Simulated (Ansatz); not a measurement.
A nudged elastic band was laid between two geometries of Cl₃Si (4 atoms, charge 0, multiplicity 2).

All numbers below come from UKS PBE0-D4/def2-SVP (Ansatz).

| Item | Value |
| --- | --- |
| movable images | 9 |
| climbing image | yes |
| spring | 5.0 eV/Å² |
| optimiser | quadratic models (default) |
| start path | IDPP |
| force threshold | 0.05 eV/Å |
| iteration limit | 36 |
| end points | relaxed |

Initial state:

```xyz
4
Properties=species:S:1:pos:R:3
Cl -1.536 -0.597 1.036
Si 0.118 0.398 0.317
Cl 1.705 -0.912 0.219
Cl -0.288 1.111 -1.571
```

Final state:

```xyz
4
Properties=species:S:1:pos:R:3
Cl -1.457 -0.332 1.247
Si -0.118 -0.397 -0.317
Cl 1.784 -0.647 0.430
Cl -0.209 1.376 -1.360
```

Problem. What changes between the two ends?

Solution. No bond is made or broken. The height of Si2 over the plane of its neighbours goes from 0.70 to -0.70 Å. The two ends are copies of one structure, up to a mirror image or an exchange of like atoms.

Problem. What energy profile does the band end with?

Solution. The run converged. The highest image is number 5 of 0 to 10, 137.4 kJ/mol above the ends, which have the same energy within 2 meV. A vibrational analysis at the climbing image gives one clearly imaginary mode, 820i cm⁻¹: a first-order saddle point.

```
image  path coordinate (Å)  energy (kJ/mol)  height of Si2 over the plane of its neighbours (Å)
    0                 0.00              0.0                                                0.70
    1                 0.13              5.5                                                0.58
    2                 0.26             22.2                                                0.44
    3                 0.39             51.4                                                0.30
    4                 0.52             95.0                                                0.15
    5                 0.65            137.4                                                0.00
    6                 0.78             95.0                                               -0.15
    7                 0.91             51.4                                               -0.30
    8                 1.04             22.2                                               -0.44
    9                 1.17              5.5                                               -0.58
   10                 1.30              0.0                                               -0.70
```

Problem. What is the geometry of the highest image?

Solution. 
```xyz
4
Properties=species:S:1:pos:R:3
Cl -1.571 -0.488 1.198
Si 0.000 0.000 0.000
Cl 1.832 -0.818 0.341
Cl -0.261 1.306 -1.539
```

Problem. What are the harmonic wavenumbers there?

Solution. 820i, 155, 155, 406, 669, 669 cm⁻¹.

Run time: 2.3 min on 1 thread of Arm Neoverse V2 (shared host), peak memory 0.3 GiB.
